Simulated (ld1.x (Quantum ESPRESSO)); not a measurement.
Configuration tests for argon (Ar) (TM)

```
Element                 : Ar
Generator               : ld1.x (Quantum ESPRESSO) 7.5
Type                    : norm-conserving Troullier–Martins (Kleinman–Bylander form)
Functional              : revPBE
Relativity              : scalar-relativistic
Frozen core             : [Ne]
Valence charge          : 8
Reference configuration : 3s2 3p6
Partial waves           : 3p (bound): rc 1.35 bohr; 3d channel at 0.3 Ry: rc 1.45 bohr; 3s (bound): rc 1.10 bohr
Local potential         : the s channel
Core correction         : none
```

Energies are relative to the spin-unpolarised reference configuration 3s2 3p6; without spin polarisation the order of configurations can differ from experiment.

(1) Give the all-electron excitation energy and the error of the potential for: 3s2 3p5; 3s2 3p4; 3s2 3p3; 3s2 3p5.5; 3s1 3p6; 3s2 3p2.

Levels in the configuration 3s2 3p5.5:

| level | all-electron (eV) | pseudo (eV) |
| --- | --- | --- |
| 3s | -30.277 | -30.274 |
| 3p | -15.957 | -15.954 |

Results:

(1)

| valence configuration | charge | ΔE all-electron (eV) | error AE − PS (meV) |
| --- | --- | --- | --- |
| 3s2 3p5 | +1 | 16.023 | +1.8 |
| 3s2 3p4 | +2 | 44.657 | +18 |
| 3s2 3p3 | +3 | 87.220 | +66 |
| 3s2 3p5.5 | +0.5 | 6.528 | -0.1 |
| 3s1 3p6 | +1 | 30.662 | +2.1 |
| 3s2 3p2 | +4 | 144.833 | +169 |
